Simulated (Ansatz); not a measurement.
Reaction (ligand exchange at the Sn–C bond): `C#[C][SnH2][F]` + `[AsH3]` → `[F][SnH2][AsH2]` + `C#C`

Calculated with Ansatz (gas phase, PBE0-D4/def2-TZVP geometries, no zero-point term in ΔE). CBS: MP2 limit from def2 TZ/QZ plus the TZ coupled-cluster correction, frozen cores. This one scheme is used for every species. DFT in def2-TZVPP. Elements past krypton have def2 core potentials. For As, Sn outer-core shells are correlated without core-valence functions, which leaves a few kJ/mol of doubt a bond. Scalar relativity is left out up to krypton.

`C#[C][SnH2][F]`:

Cartesian coordinates in Å:
```
C 1.779 -1.019 -0.624
C 0.770 -0.446 -0.299
Sn -0.979 0.539 0.208
F -0.877 0.791 2.109
H 2.675 -1.527 -0.901
H -1.028 2.101 -0.450
H -2.341 -0.439 -0.043
```

`[AsH3]`:

Z-matrix (Å, degrees):
```
As
H 1 1.522
H 1 1.522 2 92.0
H 1 1.522 2 92.0 3 -92.1
```

`[F][SnH2][AsH2]`:

Z-matrix (Å, degrees):
```
Sn
As 1 2.592
F 1 1.931 2 104.0
H 1 1.707 2 113.0 3 -112.6
H 1 1.706 2 117.0 3 113.5
H 2 1.526 1 89.7 3 174.4
H 2 1.523 1 91.1 3 -94.0
```

`C#C`:

Cartesian coordinates in Å:
```
C -0.533 0.012 -0.271
C 0.533 -0.012 0.271
H -1.482 0.032 -0.754
H 1.482 -0.032 0.754
```

Question: Is it downhill or uphill in electronic energy at CCSD(T)/CBS, and by how much? (An estimate is asked.)

Answer: The calculation gave: Downhill: ΔE = -0.45 eV.

Question: What do these levels give: revPBE-D4, r2SCAN-D4, r2SCANh-D4, ωB97X-V, PBE-QIDH, revPBE, BLYP, r2SCAN, r2SCANh, CAM-B3LYP, CCSD(T)/def2-SVP, SCS-MP2/def2-QZVPP? (An estimate is asked.)

Answer: Computed: revPBE-D4 -0.50, r2SCAN-D4 -0.47, r2SCANh-D4 -0.47, ωB97X-V -0.40, PBE-QIDH -0.41, revPBE -0.50, BLYP -0.50, r2SCAN -0.47, r2SCANh -0.47, CAM-B3LYP -0.42, CCSD(T)/def2-SVP -0.34, SCS-MP2/def2-QZVPP -0.37 eV.

Largest T1 diagnostic among the species: 0.014.

At CCSD(T), def2-SVP lies +0.10 eV from the extrapolated value and def2-TZVPP +0.12 eV. From BLYP to BHLYP (50 % exact exchange), in def2-TZVPP and without D4, ΔE moves by +0.06 eV.
